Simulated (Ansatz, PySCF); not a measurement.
This Ansatz (an electronic-structure program) input computes a CAM-B3LYP/def2-TZVPD energy:

Ansatz 0.2 input:
```yaml
crystal:
  periodic: [false, false, false]
  atoms:
    - {symbol: Si, position_ang: [0.41461912, -0.24657735, 0.36204208]}
    - {symbol: F, position_ang: [-0.92783069, -0.92691346, -0.41534054]}
    - {symbol: F, position_ang: [0.32284718, 1.29476318, -0.33452072]}
    - {symbol: H, position_ang: [-0.35981604, 0.14143532, 1.68016218]}
basis:
  gaussian:
    orbitals: def2-TZVPD
hamiltonian:
  xc: {name: CAM-B3LYP}
total_charge: -1
output: {forces: true}
```

Write an input for the same energy in PySCF and say what it gives.


```python
from pyscf import gto, scf, dft

mol = gto.M(
    atom='''
    Si    0.41461912   -0.24657735    0.36204208
    F    -0.92783069   -0.92691346   -0.41534054
    F     0.32284718    1.29476318   -0.33452072
    H    -0.35981604    0.14143532    1.68016218
    ''',
    basis='def2-tzvpd',
    charge=-1,
    spin=0,
    verbose=4,
)

mf = dft.RKS(mol, xc='camb3lyp').density_fit(auxbasis='def2-universal-jkfit')
mf.grids.level = 3
mf.conv_tol = 1e-9
mf.max_cycle = 100
mf.max_memory = 1500
mf.kernel()
if not mf.converged:
    mf = mf.newton()
    mf.kernel(mf.make_rdm1())
mf.analyze()
```
It gives -489.98150 Eh, and Ansatz -489.98145 Eh, a difference of 0.05 mEh, from the treatment of integrals and grids.

It need not be the lowest isomer of its formula. Whether it binds its extra electron was not tested at this geometry.
